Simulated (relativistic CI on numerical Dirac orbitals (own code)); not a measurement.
Gd XLV: q coefficients and field-shift factors

Calculated at this level of theory: Dirac-Coulomb-Breit CI, KLI orbitals optimised for each configuration, derivatives by finite differences, unscaled Slater integrals, QED left out (own radial code, finite nucleus).

CI space (outside the closed core [Ne]): 3s²3p⁶3d², 3s²3p⁵3d³, 3s3p⁶3d³, 3s²3p⁶3d4s, 3s²3p⁶3d4p, 3s²3p⁶4s². Double excitations out of closed p, d and f shells are left out; levels of such configurations are missing from the list, as are those of other unlisted configurations, and high levels can miss mixing partners.

With x = (α/α₀)² − 1 an excitation energy changes as ω = ω₀ + qx; K = 2q/ω₀ is the relative enhancement. Terms are leading LS components, so labels can repeat. The field-shift factor is F = δν/δ⟨r²⟩ for the transition from the lowest level.

Lowest level 3s²3p⁶3d² ³F2.

```csv
Level,ω₀ (cm⁻¹),q (cm⁻¹),F (GHz/fm²)
3s²3p⁶3d² ³P0,154232,20510,0.274
3s²3p⁶3d² ³F3,281380,303400,4.54
3s²3p⁶3d² ³P2,354188,302000,4.04
3s²3p⁶3d² ¹G4,372005,314400,4.84
3s²3p⁶3d² ³P1,384238,310000,3.95
3s²3p⁶3d² ³F4,623602,595600,8.87
3s²3p⁶3d² ³P2,673843,613000,8.56
3s²3p⁶3d² ¹S0,852861,600700,9.75
3s²3p⁵3d³ ³D°2,1800314,99730,9.59
3s²3p⁵3d³ ⁵D°1,1822487,121400,9.66
3s²3p⁵3d³ ⁵D°0,1855664,120400,9.81
3s²3p⁵3d³ ³F°3,1875990,101000,9.79
3s²3p⁵3d³ ⁵F°3,2027406,379800,13.7
```

At this charge energies of transitions that change n are usually good to better than 1 %, and those within a shell (Δn = 0) to a few per cent.

**Question.** Which transition from the lowest level has the largest |K|?

**Answer.** 3s²3p⁶3d² ³F3 at 281380 cm⁻¹, K = 2.16.
